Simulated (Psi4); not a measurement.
CsF (SMILES [F][Cs]), singlet, geometry from GFN2-xTB (such geometries of metal compounds can be far from the true shape) (core potentials on Cs); B3LYP5/def2-SVPD (Psi4).

Psi4 was given this input:
```
memory 2 GB

molecule mol {
0 1
Cs   -0.000000   -0.000000   -0.324136
F     0.000000    0.000000    1.980834
}

set {
  basis def2-svpd
  reference rks
}

energy('b3lyp5')
print_variables()
```

What the program printed (banner, timings and long lists left out):

```
   => Loading Basis Set <=

    Name: DEF2-SVPD
    Role: ORBITAL
    Keyword: BASIS

    !!!  WARNING: ECP capability is in beta. Please check occupations closely.  !!!

         ---------------------------------------------------------
                                   SCF
               by Justin Turney, Rob Parrish, Andy Simmonett
                          and Daniel G. A. Smith
                              RKS Reference
         ---------------------------------------------------------

  ==> Geometry <==

    Molecular point group: c2v
    Full point group: C_inf_v

    Geometry (in Angstrom), charge = 0, multiplicity = 1:

       Center              X                  Y                   Z               Mass
    ------------   -----------------  -----------------  -----------------  -----------------
         CS           0.000000000000     0.000000000000    -0.288279381075   132.905451961000
         F            0.000000000000     0.000000000000     2.016690618925    18.998403162730

  Running in c2v symmetry.

  Rotational constants: A = ************  B =      0.19089  C =      0.19089 [cm^-1]
  Rotational constants: A = ************  B =   5722.62838  C =   5722.62838 [MHz]
  Nuclear repulsion =   18.596057243378439

  Charge       = 0
  Multiplicity = 1
  Electrons    = 18
  Nalpha       = 9
  Nbeta        = 9

  ==> Algorithm <==

  SCF Algorithm Type is DF.
  DIIS enabled.
  MOM disabled.
  Fractional occupation disabled.
  Guess Type is SAD.
  Energy threshold   = 1.00e-06
  Density threshold  = 1.00e-06
  Integral threshold = 1.00e-12

  ==> Primary Basis <==

  Basis Set: DEF2-SVPD
    Blend: DEF2-SVPD
    Number of shells: 20
    Number of basis functions: 50
    Number of Cartesian functions: 54
    Spherical Harmonics?: true
    Max angular momentum: 2

  Core potential: DEF2-SVPD
    Number of shells: 4
    Number of ECP primitives: 10
    Number of ECP core electrons: 46
    Max angular momentum: 3

  ==> DFT Potential <==

   => LibXC <=

    Version 7.1.2
    S. Lehtola, C. Steigemann, M. J. T. Oliveira, and M. A. L. Marques,  SoftwareX 7, 1–5 (2018) (10.1016/j.softx.2017.11.002)

   => Composite Functional: B3LYP5 <=

    B3LYP5 Hyb-GGA Exchange-Correlation Functional

    P. J. Stephens, F. J. Devlin, C. F. Chabalowski, and M. J. Frisch,  J. Phys. Chem. 98, 11623 (1994) (10.1021/j100096a001)

    Deriv               =              1
    GGA                 =           TRUE
    Meta                =          FALSE

    Exchange Hybrid     =           TRUE
    MP2 Hybrid          =          FALSE

   => Exchange Functionals <=

    0.0800   Slater exchange
    0.7200         Becke 88

   => Exact (HF) Exchange <=

    0.2000               HF

   => Correlation Functionals <=

    0.1900   Vosko, Wilk & Nusair (VWN5)
    0.8100   Lee, Yang & Parr

   => LibXC Density Thresholds  <==

    XC_HYB_GGA_XC_B3LYP5:  1.00E-15

   => Molecular Quadrature <=

    Radial Scheme          =       TREUTLER
    Pruning Scheme         =           NONE
    Nuclear Scheme         =       TREUTLER

    Blocking Scheme        =         OCTREE
    BS radius alpha        =              1
    Pruning alpha          =              1
    Radial Points          =             75
    Spherical Points       =            302
    Total Points           =          44853
    Total Blocks           =            448
    Max Points             =            252
    Max Functions          =             50
    Weights Tolerance      =       1.00E-15

   => Loading Basis Set <=

    Name: (DEF2-SVPD AUX)
    Role: JKFIT
    Keyword: DF_BASIS_SCF

  ==> Integral Setup <==

  SCF_SUBTYPE=INCORE selected. In-core MEM_DF algorithm will be used.
  Using in-core AOs.

  ==> MemDFJK: Density-Fitted J/K Matrices <==

    J tasked:                   Yes
    K tasked:                   Yes
    wK tasked:                   No
    Algorithm:                 Core
    Schwarz Cutoff:           1E-12
    Mask sparsity (%):       0.0800
    Fitting Condition:        1E-10

   => Auxiliary Basis Set <=

  Basis Set: (DEF2-SVPD AUX)
    Blend: DEF2-UNIVERSAL-JKFIT
    Number of shells: 59
    Number of basis functions: 207
    Number of Cartesian functions: 264
    Spherical Harmonics?: true
    Max angular momentum: 5

  Minimum eigenvalue in the overlap matrix is 8.3010798251E-03.
  Reciprocal condition number of the overlap matrix is 2.1722367974E-03.
    Using symmetric orthogonalization.

  ==> Pre-Iterations <==

  SCF Guess: Superposition of Atomic Densities via on-the-fly atomic UHF (no occupation information).

   -------------------------
    Irrep   Nso     Nmo
   -------------------------
     A1        24      24
     A2         4       4
     B1        11      11
     B2        11      11
   -------------------------
    Total      50      50
   -------------------------

  ==> Iterations <==

                           Total Energy        Delta E     RMS |[F,P]|

   @DF-RKS iter SAD:  -119.20340648360046   -1.19203e+02   0.00000e+00
   @DF-RKS iter   1:  -119.74026932162853   -5.36863e-01   2.26405e-02 ADIIS/DIIS
   @DF-RKS iter   2:  -107.77535764242069    1.19649e+01   7.39822e-02 ADIIS/DIIS
   @DF-RKS iter   3:  -119.84054688260393   -1.20652e+01   1.74368e-02 ADIIS/DIIS
   @DF-RKS iter   4:  -119.91760471075271   -7.70578e-02   1.60457e-03 ADIIS/DIIS
   @DF-RKS iter   5:  -119.91830150979084   -6.96799e-04   8.23530e-04 ADIIS/DIIS
   @DF-RKS iter   6:  -119.91850197467956   -2.00465e-04   6.73602e-05 DIIS
   @DF-RKS iter   7:  -119.91850329188281   -1.31720e-06   6.43754e-06 DIIS
   @DF-RKS iter   8:  -119.91850330590000   -1.40172e-08   2.00142e-07 DIIS
  Energy and wave function converged.

  ==> Post-Iterations <==

   Electrons on quadrature grid:
      Ntotal   =   18.0001453400 ; deviation = 1.453e-04

    Orbital Energies [Eh]
    ---------------------

    Doubly Occupied:

       1A1   -24.491450     2A1    -1.033948     3A1    -0.931403
       1B1    -0.510436     1B2    -0.510436     4A1    -0.496290
       2B1    -0.238083     2B2    -0.238083     5A1    -0.225011

    Virtual:

       6A1    -0.037312     3B2     0.000073     3B1     0.000073
       7A1     0.004807     4B2     0.014448     4B1     0.014448
       8A1     0.020007     9A1     0.033327    10A1     0.039490
       1A2     0.039505     5B1     0.058391     5B2     0.058391
      11A1     0.070604    12A1     0.168397     2A2     0.168412
       6B1     0.179177     6B2     0.179177    13A1     0.199540
      14A1     0.242496     7B2     0.265444     7B1     0.265444
      15A1     0.329573     8B1     0.330368     8B2     0.330368
      16A1     0.389477    17A1     0.660169     3A2     0.660174
      18A1     0.717101     9B1     0.756808     9B2     0.756808
      19A1     0.926506    10B2     1.532429    10B1     1.532429
      20A1     1.610083    21A1     1.817374    22A1     3.481210
       4A2     3.482213    11B1     3.519193    11B2     3.519193
      23A1     3.561824    24A1    19.693039

    Final Occupation by Irrep:
             A1    A2    B1    B2
    DOCC [     5,    0,    2,    2 ]
    NA   [     5,    0,    2,    2 ]
    NB   [     5,    0,    2,    2 ]

  @DF-RKS Final Energy:  -119.91850330590000

   => Energetics <=

    Nuclear Repulsion Energy =             18.5960572433784392
    One-Electron Energy =                -211.7656385245205399
    Two-Electron Energy =                  84.3305844975350993
    DFT Exchange-Correlation Energy =     -11.0795065222930216
    Empirical Dispersion Energy =           0.0000000000000000
    VV10 Nonlocal Energy =                  0.0000000000000000
    Total Energy =                       -119.9185033059000034

Computation Completed

Properties will be evaluated at   0.000000,   0.000000,   0.000000 [a0]

Properties computed using the SCF density matrix

 Multipole Moments:

 ------------------------------------------------------------------------------------
     Multipole            Electronic (a.u.)      Nuclear  (a.u.)        Total (a.u.)
 ------------------------------------------------------------------------------------

 L = 1.  Multiply by 2.5417464519 to convert [e a0] to [Debye]
 Dipole X            :          0.0000000            0.0000000            0.0000000
 Dipole Y            :          0.0000000            0.0000000            0.0000000
 Dipole Z            :        -32.4285983           29.3960148           -3.0325835
 Magnitude           :                                                    3.0325835

 ------------------------------------------------------------------------------------

  Variable Map:
  ----------------------------------------------------------------------------
  "CURRENT ENERGY"              =>    -119.918503305900
  "CURRENT REFERENCE ENERGY"    =>    -119.918503305900
  "DD SOLVATION ENERGY"         =>       0.000000000000
  "DFT FUNCTIONAL TOTAL ENERGY" =>    -119.918503305900
  "DFT TOTAL ENERGY"            =>    -119.918503305900
  "DFT VV10 ENERGY"             =>       0.000000000000
  "DFT XC ENERGY"               =>     -11.079506522293
  "GRID ELECTRONS ALPHA"        =>       9.000072670009
  "GRID ELECTRONS BETA"         =>       9.000072670009
  "GRID ELECTRONS TOTAL"        =>      18.000145340019
  "NUCLEAR REPULSION ENERGY"    =>      18.596057243378
  "ONE-ELECTRON ENERGY"         =>    -211.765638524521
  "PCM POLARIZATION ENERGY"     =>       0.000000000000
  "PE ENERGY"                   =>       0.000000000000
  "SCF ITERATION ENERGY"        =>    -119.918503305900
  "SCF ITERATIONS"              =>       8.000000000000
  "SCF TOTAL ENERGY"            =>    -119.918503305900
  "TWO-ELECTRON ENERGY"         =>      84.330584497535
  "XC GRID RADIAL POINTS"       =>      75.000000000000
  "XC GRID SPHERICAL POINTS"    =>     302.000000000000
  "XC GRID TOTAL POINTS"        =>   44853.000000000000

  Array Variable Map:
  ----------------------------------------------------------------------------
  "CURRENT DIPOLE"              =>       0.000000000000 ... -3.032583496485 1 by 3
  "SCF DIPOLE"                  =>       0.000000000000 ... -3.032583496485 1 by 3
  "SCF TOTAL ENERGIES"          =>    -119.203406483600 ... -119.918503305900 1 by 9
```
